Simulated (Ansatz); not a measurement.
CH₅O₂Y, SMILES `[CH3][Y]([OH])[OH]`, one more setting.

```yaml
crystal:
  periodic: [false, false, false]
  atoms:
    - {symbol: C, position_ang: [0.064086, 1.129921, -1.255230]}
    - {symbol: Y, position_ang: [0.112123, -0.295472, 0.647752]}
    - {symbol: O, position_ang: [1.495689, -1.767688, 0.606812]}
    - {symbol: O, position_ang: [-1.545989, -0.264738, 1.802268]}
    - {symbol: H, position_ang: [-0.558051, 0.701128, -2.054691]}
    - {symbol: H, position_ang: [-0.364723, 2.120024, -1.049915]}
    - {symbol: H, position_ang: [1.051134, 1.298314, -1.705542]}
    - {symbol: H, position_ang: [2.053764, -2.538432, 0.647310]}
    - {symbol: H, position_ang: [-2.308044, -0.383058, 2.361237]}
basis:
  gaussian: {orbitals: def2-mTZVPP}
hamiltonian: {xc: {name: revPBE0}}
```

```sh
$ ansatz run in.yaml --threads 4 --pin off --events-out ev --progress --plain --max-ram 10444MiB
```

Output, abridged:

```
Functional definition: revPBE0
1143 factors; their error is unknown
mean field evaluation 1: about -6241.1992 eV, gradient 9.7e1 eV
mean field evaluation 2: about -6176.8762 eV, gradient 1.9e2 eV
mean field evaluation 4: about -6257.9691 eV, gradient 1.2e1 eV
mean field evaluation 8: about -6258.3614 eV, gradient 1.4e-1 eV
mean field evaluation 16: about -6258.3615 eV, gradient 5.0e-5 eV
mean field -6258.36145650 eV, -229.9905414566 hartree, gradient 5.0e-5 eV, S^2 0.000000; 0 other end points of the search recorded, 0 dependent functions left out
reference -6258.36152936 eV, -229.9905441342 hartree; 19, 19 occupied and 106, 106 virtual orbitals, 1143 factors
Total energy: -6258.36152936 eV, -229.9905441342 hartree
```

It took 1.1 s on 4 threads of an Arm Neoverse V1 on a shared host, with 0.2 GiB of host memory at the peak.
